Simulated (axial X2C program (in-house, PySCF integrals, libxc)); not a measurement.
**TiCl along the bond: HF, with spin–orbit coupling**

All values were computed with an in-house all-electron X2C program for linear molecules (integrals from PySCF). Two-component (2c) means X2C with spin–orbit coupling and atomic mean-field two-electron Coulomb and Gaunt terms. Basis: Ti dyall-cv3z [10s10p6d4f2g], Cl dyall-av3z [9s8p3d2f] (cores contracted in-house); Gaussian nuclei, density fitting, unrestricted open shells. Masses: Ti 47.948 u, Cl 34.969 u.

State: Ω = 3/2 (⟨Sz⟩ = -1.50, ⟨Lz⟩ = 3.00 at HF). Dipoles are positive if Cl is the positive end.

Results along the bond:

| R (Å) | μ (D) | HOMO (eV) | LUMO (eV) |
| --- | --- | --- | --- |
| 1.963 | -1.945 | -6.55 | 0.26 |
| 2.053 | -2.289 | -6.65 | 0.20 |
| 2.121 | -2.582 | -6.73 | 0.15 |
| 2.188 | -2.900 | -6.82 | 0.10 |
| 2.256 | -3.237 | -6.91 | 0.05 |
| 2.335 | -3.651 | -7.02 | -0.02 |
| 2.414 | -4.082 | -7.13 | -0.08 |
| 2.515 | -4.660 | -7.27 | -0.17 |
| 2.639 | -5.393 | -7.44 | -0.29 |
| 2.820 | -6.504 | -7.68 | -0.47 |

One determinant describes the state; a PBE0 search over occupations chose it and may have missed a lower one. PBE0 can misorder states that lie within some tenths of an eV, so this need not be the ground state of the molecule. The nearest other 2c determinant of the search, Ω = 3/2, lies 0.04 eV up at the distance of the search. With several unpaired electrons one determinant need not be a pure state.
